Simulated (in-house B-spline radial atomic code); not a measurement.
A run on Fe⁻ that did not converge. Method: scalar-relativistic (X2C) B97-1, spin-polarised, spherical fractional occupations, exact exchange averaged over the configuration, Fermi nucleus of rms radius 3.7377 fm; computed with a B-spline radial code for spherical atoms.

Command:
```bash
python run_scf.py task.json out
```
Settings (nuclear radius in fm, mass in u):
```
Z                26
configuration    [Ar] 3d7 4s2
hamiltonian      x2c
method           b97_1
spin_polarised   True
nucleus          fermi
rms_radius       3.7377
atomic_mass      55.93494
speed_of_light   137.035999084
exact_exchange   averaged over the configuration
```

First and last ten iterations of the last attempt (damped for 15 steps, keeping 80 % of the old Fock matrix, then DIIS):
```
 iter        energy (Eh)    residual
    1       -1259.880394    3.95e-01
    2       -1260.101072    6.09e-01
    3       -1265.912338    4.18e-01
    4       -1269.257211    2.59e-01
    5       -1271.041380    1.52e-01
    6       -1271.906909    9.24e-02
    7       -1272.283387    6.51e-02
    8       -1272.432308    4.33e-02
    9       -1272.490977    2.90e-02
   10       -1272.517758    2.03e-02
  111       -1271.594060    8.14e-02
  112       -1271.617315    8.04e-02
  113       -1271.616720    8.04e-02
  114       -1271.646057    7.90e-02
  115       -1271.633825    7.96e-02
  116       -1272.528388    1.47e-02
  117       -1272.529044    1.44e-02
  118       -1271.696704    7.66e-02
  119       -1271.696491    7.66e-02
  120       -1271.690465    7.70e-02
 not converged after 120 iterations
```

The smallest residual met was 8.7e-03; the threshold is about 3e-07. No energy from this run should be used. Time taken, with all properties: 5.4 s on 1 thread of Intel(R) Xeon(R) 6975P-C (shared host).
